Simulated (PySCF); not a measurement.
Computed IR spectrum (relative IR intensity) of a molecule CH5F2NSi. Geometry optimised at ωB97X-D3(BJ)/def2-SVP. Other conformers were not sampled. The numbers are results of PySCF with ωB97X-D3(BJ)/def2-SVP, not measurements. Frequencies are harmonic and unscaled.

Lines under 2 % of the strongest are left out, and lines within 2 cm⁻¹ are merged.

```csv
ν (cm⁻¹),relative intensity
184,5.9
278,3.4
323,3.6
387,74
509,7.6
591,5.5
778,9.8
844,12
875,21
932,100
978,40
1103,63
1150,27
1352,8.5
1377,3.2
1551,18
2244,55
2276,41
3083,13
3623,14
3720,16
```

**Question.** Which molecule gave these data?
A. N[SiH2]C(F)F
B. CN[SiH](F)F
C. NC[SiH](F)F
D. N[Si@@H](F)CF

**Answer.** A, N[SiH2]C(F)F
